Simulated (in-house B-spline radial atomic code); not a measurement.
What moves the levels of neutral iodine ([Kr] 4d10 5s2 5p5)? Computed with an all-electron radial atomic-structure program (B-spline basis): Dirac-Hartree-Fock, average of configuration, Fermi nucleus of rms radius 4.75 fm.

Baseline run (computed): total energy -7115.7953 hartree, 1s1/2 at -1225.997 hartree, 5p3/2 at -10.58 eV with <r> = 2.516 bohr.

Scaling the speed of light c (a factor of 100 is close to the non-relativistic limit):

```json
{"c/c0": "0.95", "ΔE (hartree)": "-23.269", "5p3/2 level (eV)": "-10.5337", "5p3/2 <r> (bohr)": "2.518"}
{"c/c0": "0.98", "ΔE (hartree)": "-8.8328", "5p3/2 level (eV)": "-10.5621", "5p3/2 <r> (bohr)": "2.517"}
{"c/c0": "1.02", "ΔE (hartree)": "8.2647", "5p3/2 level (eV)": "-10.5958", "5p3/2 <r> (bohr)": "2.515"}
{"c/c0": "1.5", "ΔE (hartree)": "113.59", "5p3/2 level (eV)": "-10.804", "5p3/2 <r> (bohr)": "2.507"}
{"c/c0": "100", "ΔE (hartree)": "197.89", "5p3/2 level (eV)": "-10.9711", "5p3/2 <r> (bohr)": "2.502"}
```

Changing the nucleus:

```tsv
nucleus	ΔE (eV)
Gaussian nucleus of rms radius 4.75 fm	-0.0238
uniform spherical nucleus of rms radius 4.75 fm	0.00829
Fermi nucleus of rms radius 4.655 fm	-0.232
Fermi nucleus of rms radius 4.845 fm	0.236
```

A larger nucleus binds the electrons less, roughly as the density at the nucleus times the change of the nuclear <r²>. At equal rms radius the shape enters only through higher moments.

Task: The nuclear charge is raised by 0.1. What does the Hellmann-Feynman theorem predict for the energy, and what is found?

Result: dE/dZ ≈ -Σ<1/r>, which is -326.357 at the start and -327.222 at the end; their mean times 0.1 is -32.679 hartree, and the two runs differ by -32.679 hartree.
